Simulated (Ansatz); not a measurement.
`O=C=N[SiH2]O` → `N=C=O` + `O[SiH]` at 500 K and 1 bar (silylene formation by 1,1-elimination).

Isolated molecules relaxed with PBE0-D4/def2-TZVP in Ansatz; ΔE leaves out vibrations. CCSD(T)/CBS adds triple-zeta CCSD(T) − MP2 to the extrapolated MP2 energy (def2 sets, frozen cores). This one scheme is used for every species. One conformer a species, not always the lowest.

```csv
species,CCSD(T)/CBS energy (Eh),H − E (kJ/mol),S (J/(mol·K))
`O=C=N[SiH2]O`,-534.06858,160.2,396.6
`N=C=O`,-168.51995,77.7,264.2
`O[SiH]`,-365.43832,75.8,267.5
```

H − E and S are ideal-gas, rigid-rotor, harmonic terms from PBE0-D4/def2-TZVP, for one conformer and one mirror image of each species. 1 Eh = 2625.50 kJ/mol, R = 8.31446 J/(mol·K).

Task: By hand: ΔE, ΔH, ΔS and ΔG.

Result: ΔE = (-168.51995) + (-365.43832) − (-534.06858) = 0.11031 Eh = 289.6 kJ/mol. Δ(H − E) = 77.7 + 75.8 − 160.2 = -6.7, so ΔH = 282.9 kJ/mol. ΔS = 264.2 + 267.5 − 396.6 = 135.1 J/(mol·K). ΔG = 282.9 − 500 × (135.1)/1000 = 215.3 kJ/mol.

Task: By hand: the equilibrium constant, and the temperature at which ΔG would vanish if ΔH and ΔS stayed fixed.

Result: log₁₀ K = −ΔG/(RT ln 10) = -22.5. ΔG = 0 at ΔH/ΔS = 2094 K.

The number of gas molecules changes by +1, which sets the sign of ΔS. A doubt of 5 kJ/mol in ΔE shifts log₁₀ K by 0.5 here. Other conformers and mirror images would add mixing entropy, several J/(mol·K) or more a flexible species. Modes under 60 cm⁻¹, often nearly free rotors, make the harmonic entropy too high. These are equilibria of isolated gas molecules and say nothing of rates. Largest T1 diagnostic: 0.018 (customary marks: 0.02 for closed shells, 0.045 for open ones).
